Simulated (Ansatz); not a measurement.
Input file for Ansatz (a program for electronic structure): R-SVWN5/def2-TZVPP on C2H6Si (SMILES C=C[SiH3]).

Ansatz 0.2 input:
```yaml
crystal:
  periodic: [false, false, false]
  atoms:
    - {symbol: C, position_ang: [-1.23747745, -0.74295252, 0.56467587]}
    - {symbol: C, position_ang: [-0.67124763, 0.18659183, -0.20237116]}
    - {symbol: Si, position_ang: [1.16913400, 0.45022429, -0.31633094]}
    - {symbol: H, position_ang: [-2.31316816, -0.87650363, 0.61372244]}
    - {symbol: H, position_ang: [-0.64730852, -1.41397811, 1.17998334]}
    - {symbol: H, position_ang: [-1.32364751, 0.82563366, -0.79395961]}
    - {symbol: H, position_ang: [1.85441166, -0.52409718, 0.56534356]}
    - {symbol: H, position_ang: [1.52903598, 1.82796966, 0.10012890]}
    - {symbol: H, position_ang: [1.64026763, 0.26711202, -1.71119243]}
basis:
  gaussian:
    orbitals: def2-TZVPP
hamiltonian:
  xc: {name: SVWN5}
scf: {lower_state_search: off}
```

Output:

```
WARN ansatz: RAYON_NUM_THREADS=1 ignored (pool sized by the plan → 1); use --threads N
Functional definition: SVWN5
these checks for a lower state are left out or cut short: stability, starts, cluster_reference, orbital_swaps, neighbouring_geometries, increment
integrals: 0.08 GiB planned
1002 factors; their error is unknown
mean field: 0.68 GiB planned
mean field evaluation 1: about -9987.5563 eV, gradient 6.2e1 eV
mean field evaluation 2: about -9968.8324 eV, gradient 9.9e1 eV
mean field evaluation 4: about -9997.0770 eV, gradient 4.0e0 eV
mean field evaluation 8: about -9997.1292 eV, gradient 1.9e-1 eV
mean field evaluation 16: about -9997.1015 eV, gradient 1.9e-4 eV
mean field -9997.10151879 eV, -367.3867045368 hartree, gradient 6.3e-6 eV, S^2 0.000000; 0 other end points of the search recorded, 0 dependent functions left out
reference -9997.10155719 eV, -367.3867059478 hartree; 16, 16 occupied and 172, 172 virtual orbitals, 1002 factors
Total energy: -9997.10155719 eV, -367.3867059478 hartree
Checks for a lower state left out: stability, starts, cluster_reference, orbital_swaps, neighbouring_geometries, increment
```

The run converged.

Cost: very roughly 2.0 core-seconds.
